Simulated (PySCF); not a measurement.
A PySCF script (with the pyscf-properties extension) for the NMR shieldings of SMILES C[C@H](Cl)CCC([SiH3])[SiH3], C5H15ClSi2, on a GFN2-xTB geometry:

```python
import basis_set_exchange as bse
import numpy as np
from pyscf import gto, dft
from pyscf.prop import nmr

atoms = """
C     3.506872   -0.314950   -0.225339
C     2.286532    0.423009    0.296584
Cl    2.327782    0.395893    2.092699
C     0.978188   -0.193026   -0.181803
C    -0.243155    0.638415    0.204347
C    -1.559687    0.052913   -0.312097
Si   -2.974529    1.302484   -0.035108
Si   -1.954303   -1.657281    0.436141
H     3.473000   -1.361493    0.068511
H     4.419042    0.126207    0.168888
H     3.532368   -0.256125   -1.311797
H     2.332933    1.481185    0.023189
H     1.025062   -0.278773   -1.271174
H     0.886631   -1.199002    0.231127
H    -0.108263    1.649419   -0.195178
H    -0.286513    0.725122    1.291950
H    -1.461709   -0.080856   -1.395844
H    -3.137761    1.563908    1.395084
H    -2.641778    2.559227   -0.715306
H    -4.219040    0.773672   -0.593045
H    -1.082925   -2.696074   -0.127071
H    -3.336567   -2.020840    0.120443
H    -1.766933   -1.606050    1.886341
"""
names = dict.fromkeys(["C", "Cl", "Si", "H"], "pcSseg-1")
basis = {el: gto.basis.parse(bse.get_basis(n, elements=[el], fmt="nwchem")) for el, n in names.items()}
mol = gto.M(atom=atoms, basis=basis, charge=0, verbose=0)
mf = dft.RKS(mol, xc="PBE0")
mf.grids.level = 2
mf.grids.alignment = dft.numint.BLKSIZE   # the property module wants whole blocks of grid points
mf.conv_tol = 1e-9
mf.kernel()

calc = nmr.RKS(mf)   # GIAO
C = mf.mo_coeff
Co = C[:, mf.mo_occ > 0]
resp = mf.gen_response(singlet=True, hermi=2)
def vind(x):   # induced exchange potential for any number of trial vectors
    d = np.einsum("pi,xij,qj->xpq", C, 2 * x.reshape(-1, C.shape[1], Co.shape[1]), Co, optimize=True)
    return np.einsum("xpq,pi,qj->xij", resp(d - d.transpose(0, 2, 1)), C, Co, optimize=True).ravel()
mo1, _ = nmr.rhf.solve_mo1(calc, with_cphf=vind)
sigma = calc.kernel(mo1)
for i, s in enumerate(sigma):   # ppm
    w = np.linalg.eigvalsh((s + s.T) / 2)
    print("%2d %-2s iso %8.1f  s11 %8.1f  s22 %8.1f  s33 %8.1f" % (i, mol.atom_pure_symbol(i), w.mean(), *w))
```

Problem. What does it print?

Solution. 
```
 0 C  iso    158.0  s11    135.5  s22    152.4  s33    186.2
 1 C  iso    122.7  s11     93.2  s22    124.8  s33    150.1
 2 Cl iso    775.6  s11    620.7  s22    653.9  s33   1052.3
 3 C  iso    138.8  s11    117.6  s22    133.1  s33    165.7
 4 C  iso    154.1  s11    136.7  s22    154.1  s33    171.5
 5 C  iso    184.0  s11    168.2  s22    181.4  s33    202.5
 6 Si iso    412.4  s11    369.6  s22    393.9  s33    473.8
 7 Si iso    418.3  s11    381.9  s22    400.7  s33    472.4
 8 H  iso     30.2  s11     26.9  s22     28.6  s33     35.1
 9 H  iso     29.9  s11     25.1  s22     27.8  s33     36.9
10 H  iso     30.4  s11     25.5  s22     28.0  s33     37.7
11 H  iso     28.0  s11     25.4  s22     26.0  s33     32.5
12 H  iso     30.3  s11     24.9  s22     31.9  s33     34.1
13 H  iso     30.0  s11     25.1  s22     31.4  s33     33.5
14 H  iso     30.2  s11     23.7  s22     32.2  s33     34.6
15 H  iso     29.7  s11     24.0  s22     30.4  s33     34.7
16 H  iso     31.6  s11     27.1  s22     29.9  s33     37.6
17 H  iso     27.9  s11     24.6  s22     26.3  s33     32.8
18 H  iso     27.7  s11     24.0  s22     25.9  s33     33.3
19 H  iso     27.7  s11     23.8  s22     25.6  s33     33.7
20 H  iso     27.5  s11     23.3  s22     26.7  s33     32.5
21 H  iso     27.9  s11     23.9  s22     26.0  s33     33.7
22 H  iso     28.0  s11     24.9  s22     26.4  s33     32.7
```

These numbers come from an equivalent density-fitted implementation of the same equations, which agrees with the script to about 0.01 ppm for H and up to a few tenths of a ppm for heavy atoms, so last digits may differ.

Problem. Turn these shieldings into chemical shifts. Scale: ¹³C (186.93 ppm) and ²⁹Si (349.16 ppm) and ¹H (31.72 ppm) against TMS; HCl for ³⁵Cl (949.78 ppm) (reference shieldings calculated alike).

Solution. Averaging equivalent atoms: C 1: 64.2; C 3: 48.1; C 4: 32.8; C 0: 28.9; C 5: 2.9; Cl 2: 174; Si 6: -63.3; Si 7: -69.2; H 17/18/19: 3.93; H 20/21/22: 3.93; H 11: 3.74; H 15: 2.01; H 13: 1.73; H 14: 1.56; H 8/9/10: 1.54; H 12: 1.43; H 16: 0.16 ppm. 

Size and cost of the density-fitted run: 232 basis functions, 110 s wall time on 1 thread of an Intel Xeon, shared host; peak memory 1.1 GiB.
